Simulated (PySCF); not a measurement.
This PySCF input asks for the NMR shieldings of SMILES C[Si@@H]1[SiH2][SiH2][SiH2][Si@H]1CF, C2H13FSi5; the geometry comes from GFN2-xTB.

```python
import basis_set_exchange as bse
import numpy as np
from pyscf import gto, dft
from pyscf.prop import nmr

atoms = """
C     2.871115    0.053960   -0.527524
Si    1.409168   -0.057162    0.691810
Si    0.275720   -2.096812    0.392321
Si   -1.549843   -1.676286   -1.010217
Si   -1.566893    0.614725   -1.496754
Si   -0.160796    1.595513    0.104117
C    -1.262318    1.708677    1.681308
F    -1.711350    0.424250    1.968582
H     3.401030    0.997510   -0.442067
H     2.527844   -0.035937   -1.554347
H     3.589637   -0.740633   -0.353453
H     2.006194    0.132433    2.029871
H     1.156882   -3.135700   -0.167468
H    -0.146148   -2.660717    1.678399
H    -2.820442   -2.097984   -0.410195
H    -1.478576   -2.471695   -2.246422
H    -2.908189    1.211266   -1.551665
H    -1.014580    0.880252   -2.834915
H     0.257861    2.998100   -0.080678
H    -0.729587    2.050149    2.569978
H    -2.155650    2.323034    1.558850
"""
names = dict.fromkeys(["C", "Si", "F", "H"], "pcSseg-1")
basis = {el: gto.basis.parse(bse.get_basis(n, elements=[el], fmt="nwchem")) for el, n in names.items()}
mol = gto.M(atom=atoms, basis=basis, charge=0, verbose=0)
mf = dft.RKS(mol, xc="PBE0")
mf.grids.level = 2
mf.grids.alignment = dft.numint.BLKSIZE   # the property module wants whole blocks of grid points
mf.conv_tol = 1e-9
mf.kernel()

calc = nmr.RKS(mf)   # GIAO
C = mf.mo_coeff
Co = C[:, mf.mo_occ > 0]
resp = mf.gen_response(singlet=True, hermi=2)
def vind(x):   # induced exchange potential for any number of trial vectors
    d = np.einsum("pi,xij,qj->xpq", C, 2 * x.reshape(-1, C.shape[1], Co.shape[1]), Co, optimize=True)
    return np.einsum("xpq,pi,qj->xij", resp(d - d.transpose(0, 2, 1)), C, Co, optimize=True).ravel()
mo1, _ = nmr.rhf.solve_mo1(calc, with_cphf=vind)
sigma = calc.kernel(mo1)
for i, s in enumerate(sigma):   # ppm
    w = np.linalg.eigvalsh((s + s.T) / 2)
    print("%2d %-2s iso %8.1f  s11 %8.1f  s22 %8.1f  s33 %8.1f" % (i, mol.atom_pure_symbol(i), w.mean(), *w))
```

Question: Give the expected output.

Answer: 
```
 0 C  iso    193.9  s11    188.2  s22    195.3  s33    198.1
 1 Si iso    419.5  s11    401.9  s22    413.4  s33    443.2
 2 Si iso    466.2  s11    441.2  s22    469.9  s33    487.4
 3 Si iso    471.9  s11    455.8  s22    465.6  s33    494.2
 4 Si iso    470.8  s11    444.9  s22    475.8  s33    491.8
 5 Si iso    416.2  s11    382.5  s22    426.9  s33    439.3
 6 C  iso    105.0  s11     51.8  s22     84.0  s33    179.3
 7 F  iso    453.8  s11    394.0  s22    469.5  s33    498.0
 8 H  iso     31.3  s11     25.8  s22     28.6  s33     39.7
 9 H  iso     31.8  s11     26.5  s22     31.2  s33     37.7
10 H  iso     31.4  s11     25.8  s22     28.5  s33     39.8
11 H  iso     27.3  s11     23.6  s22     25.1  s33     33.3
12 H  iso     28.3  s11     24.2  s22     25.7  s33     35.0
13 H  iso     28.2  s11     24.8  s22     25.0  s33     34.6
14 H  iso     28.1  s11     24.5  s22     25.1  s33     34.8
15 H  iso     28.1  s11     23.9  s22     25.2  s33     35.1
16 H  iso     28.1  s11     24.3  s22     25.0  s33     35.1
17 H  iso     28.2  s11     24.8  s22     25.2  s33     34.6
18 H  iso     27.7  s11     24.3  s22     24.7  s33     33.9
19 H  iso     26.7  s11     22.0  s22     26.1  s33     31.9
20 H  iso     26.7  s11     22.0  s22     26.1  s33     32.0
```

These numbers come from an equivalent density-fitted implementation of the same equations, which agrees with the script to about 0.01 ppm for H and up to a few tenths of a ppm for heavy atoms, so last digits may differ.

Question: Turn these shieldings into chemical shifts. Scale: 13C (186.93 ppm) and 29Si (349.16 ppm) and 1H (31.72 ppm) against TMS; 19F (170.95 ppm) against CFCl3 (reference shieldings calculated alike).

Answer: Averaging equivalent atoms: C 6: 81.9; C 0: -7.0; Si 5: -67.1; Si 1: -70.4; Si 2: -117.0; Si 4: -121.7; Si 3: -122.7; F 7: -282.9; H 19: 5.06; H 20: 5.05; H 11: 4.38; H 18: 4.05; H 15: 3.61; H 16: 3.60; H 14: 3.57; H 13: 3.55; H 17: 3.49; H 12: 3.41; H 8/9/10: 0.21 ppm. Unscaled 19F shifts against computed CFCl3 carry errors that often reach 10 to 50 ppm.

Size and cost of the density-fitted run: 236 basis functions, 96 s wall time on 1 thread of an Arm Neoverse N1, shared host; peak memory 1.1 GiB.
